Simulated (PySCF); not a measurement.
Mo(NH)2(Cl)(Br) (BrClH₂MoN₂), SMILES [NH]=[Mo]([Cl])(=[NH])[Br], multiplicity 1.

Geometry: PBE-D3(BJ)/def2-SVP. The spin state was assumed, not searched. The structure was generated by enumeration; whether it is a known compound was not checked. The def2 effective core potentials stand for the cores of Mo; spin–orbit coupling is left out.

Two levels are set side by side: PBE/def2-TZVP (PySCF) and PBE0/def2-TZVP (PySCF). Same geometry, gas phase. Differences are taken from unrounded values.

| quantity | PBE |
|---|---|
| orbital gap (eV) | 3.28 |
| highest occupied level (eV) | -6.91 |
| lowest empty level (eV) | -3.63 |
| dipole moment (D) | 3.23 |
| mean polarisability (bohr³) | 91.5 |

Q: These are the PBE values. What does PBE0 give? (An estimate is asked for; the answer gives what the named calculation found.)

A: 
```json
[
 {"quantity": "orbital gap (eV)", "PBE0": "5.21", "PBE minus PBE0": "-1.93"},
 {"quantity": "highest occupied level (eV)", "PBE0": "-8.18", "PBE minus PBE0": "1.27"},
 {"quantity": "lowest empty level (eV)", "PBE0": "-2.97", "PBE minus PBE0": "-0.66"},
 {"quantity": "dipole moment (D)", "PBE0": "3.44", "PBE minus PBE0": "-0.21"},
 {"quantity": "mean polarisability (bohr³)", "PBE0": "88.9", "PBE minus PBE0": "2.6"}
]
```

PBE's occupied levels lie high since its potential decays too fast outside the molecule; exact exchange lowers them and widens the gap. Differences between two approximate levels are no errors against the true value.

Rough cost on one machine, each run with all the roots and properties that it gave: PBE0 against PBE within a factor of 2.
